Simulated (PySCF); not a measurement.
# Worked example: oscillator strength and radiative lifetime

H11NSi4, SMILES N[Si]([SiH3])([SiH3])[SiH3].

Geometry: r2SCAN-D4/def2-SVP. The values are those of a single conformer.

TDA-PBE/def2-SVPD (PySCF) puts the first singlet state with f over 0.02 at 5.51 eV (vertical), with the transition dipole (0.000, 0.000, -0.459) in atomic units.

Problem. Find the oscillator strength, the wavelength and the radiative lifetime that this transition would have in vacuum if emission retraced absorption.

Solution. 
|μ|² = 0.2107 au, so |μ| = 1.17 D. ΔE = 5.51/27.211 = 0.2025 hartree. f = (2/3) ΔE |μ|² = 0.028 (the program prints 0.028).
λ = 1239.84/5.51 = 225 nm; ν = 44441 cm⁻¹.
Einstein's coefficient A = 0.6670 ν² f s⁻¹ (ν in cm⁻¹) = 3.7e7 s⁻¹, so τ = 1/A = 27 ns. This state is S5; the lower singlets have f = 0.002, 0.019, 0.013, 0.001. The figure is the radiative limit of this one transition; relaxation, internal conversion, crossing to triplets and a medium change what is measured.
